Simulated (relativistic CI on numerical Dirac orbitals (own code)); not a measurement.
# Slater and spin-orbit integrals, Ta³³⁺

Computed by Dirac-Coulomb-Breit CI, orbitals from a KLI potential per configuration, model QED (radiative potential, 1s self-energy scaled to tabulated hydrogen-like ionisation energies), unscaled Slater integrals (own radial code, finite nucleus).

Slater integrals F^k, G^k are unscaled and averaged over j, outside the closed core [Ar] 3d10; ζ comes from projecting the Hamiltonian with its Breit term on Σ l·s of the shell.

- 4s2 4p6 4d4: F^2(4d,4d) = 229770, F^4(4d,4d) = 156440, ζ(4d) = 53814 cm⁻¹; <r>(4d) = 0.4373, <r^2>(4d) = 0.2186 (bohr units).
- 4s2 4p5 4d5: ζ(4p) = 435350, F^2(4d,4d) = 229710, F^4(4d,4d) = 156400, F^2(4p,4d) = 231270, G^1(4p,4d) = 287500, G^3(4p,4d) = 184040, ζ(4d) = 53603 cm⁻¹; <r>(4p) = 0.4342, <r^2>(4p) = 0.2133, <r>(4d) = 0.4374, <r^2>(4d) = 0.2187 (bohr units).
- 4s2 4p6 4d3 4f: F^2(4d,4d) = 229630, F^4(4d,4d) = 156340, ζ(4d) = 53762, F^2(4d,4f) = 230800, F^4(4d,4f) = 150470, G^1(4d,4f) = 238050, G^3(4d,4f) = 164330, G^5(4d,4f) = 120830, ζ(4f) = 9033.7 cm⁻¹; <r>(4d) = 0.4377, <r^2>(4d) = 0.2189, <r>(4f) = 0.4131, <r^2>(4f) = 0.1936 (bohr units).

(1) Give the Racah parameters of the d shell in 4s2 4p6 4d4.

Averages of the first 10 configurations, taken without configuration mixing, which lowers the lowest level and can move excited configurations by several eV; other configurations of the list can lie among them:

```json
{"Configuration": "4s2 4p6 4d4", "Parity": "even", "States": "210", "Average energy above the lowest level (eV)": "43.8"}
{"Configuration": "4s2 4p5 4d5", "Parity": "odd", "States": "1512", "Average energy above the lowest level (eV)": "244.6"}
{"Configuration": "4s2 4p6 4d3 4f", "Parity": "odd", "States": "1680", "Average energy above the lowest level (eV)": "243.9"}
{"Configuration": "4s 4p6 4d5", "Parity": "even", "States": "504", "Average energy above the lowest level (eV)": "406.2"}
{"Configuration": "4s 4p6 4d4 4f", "Parity": "odd", "States": "5880", "Average energy above the lowest level (eV)": "604.3"}
{"Configuration": "4s2 4p6 4d3 5s", "Parity": "even", "States": "240", "Average energy above the lowest level (eV)": "468.1"}
{"Configuration": "4s2 4p6 4d3 5d", "Parity": "even", "States": "1200", "Average energy above the lowest level (eV)": "622.8"}
{"Configuration": "4s2 4p6 4d3 5g", "Parity": "even", "States": "2160", "Average energy above the lowest level (eV)": "766.9"}
{"Configuration": "4p6 4d6", "Parity": "even", "States": "210", "Average energy above the lowest level (eV)": "773.0"}
{"Configuration": "4p5 4d7", "Parity": "odd", "States": "720", "Average energy above the lowest level (eV)": "970.6"}
```

## Answers

(1) B = F²/49 − 5F⁴/441 = 2915 cm⁻¹ and C = 35F⁴/441 = 12416 cm⁻¹.
